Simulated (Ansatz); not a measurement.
Isolated molecules relaxed with PBE0-D4/def2-TZVP in Ansatz; ΔE leaves out vibrations. CBS: MP2 limit from def2 TZ/QZ plus the TZ coupled-cluster correction, frozen cores. Functionals use def2-TZVPP. For Ge outer-core shells are correlated without core-valence functions, which leaves a few kJ/mol of doubt a bond. Scalar relativity is left out up to krypton. One conformer a species, not always the lowest.

Reaction (ligand exchange at the Si–N bond): `C[N]([GeH3])[SiH](O)F` + `N[SiH](O)Cl` → `O[Si@H](F)N[Si@H](O)Cl` + `C[NH][GeH3]`

| level | ΔE (kJ/mol) |
| --- | --- |
| r2SCAN-D4 | -2.5 |
| HF/def2-TZVPP | -2.7 |
| CCSD/def2-TZVPP | 0.5 |
| HF/CBS(def2) | -2.8 |

(1) What does CCSD(T)/CBS give? (Best estimate.)

Largest T1 diagnostic among the species: 0.012.

Results:

(1) Computed: +0.4 kJ/mol. The listed levels differ from it by -2.9, -3.1, 0.1, -3.2 kJ/mol.

In def2-TZVPP, CCSD(T) changes the Hartree–Fock value by +3.2 kJ/mol (the triples alone add +0.0 kJ/mol) and MP2 by +5.0 kJ/mol.
